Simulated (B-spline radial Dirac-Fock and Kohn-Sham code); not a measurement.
# Relativistic shifts of the levels of I⁴⁺

System: the I⁴⁺ ion, configuration [Kr] 4d10 5s2 5p1.

Both columns are ΔSCF binding energies of the configuration average from a radial atomic solver: non-relativistic Hartree-Fock with a point nucleus, and Dirac-Fock with a finite nucleus and the Coulomb interaction alone, averaged over the two j levels with weights 2j+1.

| shell | Hartree-Fock (eV) | Dirac-Fock (eV) | shift (eV) | shift (%) |
| --- | --- | --- | --- | --- |
| 1s | 32017.3 | 33342.0 | +1324.74 | +4.14 |
| 2s | 4936.9 | 5264.3 | +327.40 | +6.63 |
| 2p | 4626.5 | 4723.2 | +96.64 | +2.09 |
| 3s | 1064.3 | 1134.5 | +70.27 | +6.60 |
| 3p | 932.8 | 954.6 | +21.84 | +2.34 |
| 3d | 690.8 | 681.4 | -9.41 | -1.36 |
| 4s | 238.2 | 252.4 | +14.26 | +5.99 |
| 4p | 190.0 | 193.5 | +3.54 | +1.86 |
| 4d | 106.9 | 104.6 | -2.24 | -2.09 |
| 5s | 59.05 | 61.30 | +2.26 | +3.82 |
| 5p | 49.16 | 49.56 | +0.40 | +0.81 |

Relativity binds 1s, 2s, 2p, 3s, 3p, 4s, 4p, 5s, 5p more strongly, among those listed most of all 2s in relative terms, and 3d, 4d more weakly, because the contracted s and p shells screen the nucleus better.

Values without a named source are computed, but for edge energies of neutral atoms, which are taken from tables.
